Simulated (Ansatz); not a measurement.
Ansatz (a program for electronic structure) input:

Ansatz 0.2 input:
```yaml
crystal:
  periodic: [false, false, false]
  atoms:
    - {symbol: Si, position_ang: [0.12326337, -0.58662576, 0.12894628]}
    - {symbol: F, position_ang: [-0.26899676, -0.99131082, 1.58638868]}
    - {symbol: F, position_ang: [-0.47402954, -1.63092010, -0.86570684]}
    - {symbol: O, position_ang: [-0.92319129, 0.78787299, -0.18066158]}
    - {symbol: O, position_ang: [1.50456402, 0.09508286, -0.14327075]}
    - {symbol: H, position_ang: [-0.59040688, 1.70145969, -0.20592484]}
    - {symbol: H, position_ang: [2.40783298, -0.22667923, -0.13599389]}
    - {symbol: H, position_ang: [-1.89455050, 0.72222407, -0.17680093]}
basis:
  gaussian:
    orbitals: def2-TZVP
hamiltonian:
  xc: b3lyp
  dispersion: d3bj
total_charge: 1
relax: {f_tol: 0.002, max_steps: 150}
```

### Question
Which total energy does the run end on?

### Answer
-641.55949 Eh (B3LYP-D3(BJ)/def2-TZVP). The basis has 179 functions. The run takes very roughly 100 core-seconds.

It need not be the lowest isomer of its formula.
